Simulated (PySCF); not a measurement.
## TbC: one state, many levels of theory

State: decet, about 8.1 electrons in the 4f shell (Mulliken), real f orbitals that mix terms. Set-up: basis Tb x2c-TZVPall, C x2c-TZVPall; spin-free X2C with a Gaussian nucleus; PySCF 2.14. De refers to Tb (4f9 6s2) + C in their high-spin ground configurations, without counterpoise correction. The functionals are run spin-unrestricted. A positive dipole means Tb(−)C(+). Levels whose curve was spin-contaminated or gave no clean fit are not listed.

| Level | Re (Å) | ωe (cm⁻¹) | De (eV) | μ (D) |
| --- | --- | --- | --- | --- |
| UHF | 2.036 | 738 | n/a | -5.46 |
| UHF-MP2 | 1.991 | 761 | n/a | n/a |
| PBE | 2.070 | 575 | 3.39 | -4.38 |
| r²SCAN | 2.037 | 619 | 3.76 | -4.49 |
| r²SCANh | 2.009 | 713 | 3.79 | -4.63 |
| B3LYP | 2.025 | 703 | 2.99 | -4.80 |
| PBE0 | 2.004 | 732 | 3.59 | -4.72 |

Question: What does a quarter of exact exchange do here, going from PBE to PBE0?

Answer: PBE0 less PBE: -6.6 pm in Re, +27.3 % in ωe, +0.20 eV in De. Exact exchange removes part of the self-interaction that spreads semilocal densities, and in most molecules shortens and stiffens the bond and lowers De; here De goes the other way.

Question: What does the step from GGA to meta-GGA do here, going from PBE to r²SCAN?

Answer: r²SCAN less PBE: -3.3 pm in Re, +7.7 % in ωe, +0.37 eV in De. 

Question: What does second-order correlation do here, going from UHF to UHF-MP2?

Answer: UHF-MP2 less UHF: -4.5 pm in Re, +3.1 % in ωe. Correlation nearly always deepens the well. The bond shortens, as in weak, metallic or heavy-atom bonds, where dispersion and the correlation of outer-core electrons pull the atoms together.

Correlated steps freeze 19 core orbitals. These are scalar-relativistic numbers at best; spin–orbit coupling would shift them, the dissociation energy most. With d or f electrons several states lie close, and the lowest PBE0 determinant need not be the measured ground state.

The whole job (state search and all levels along the bond) took about 20 min on 4 threads of Arm Neoverse N1 (shared host), peak memory 5.5 GiB.
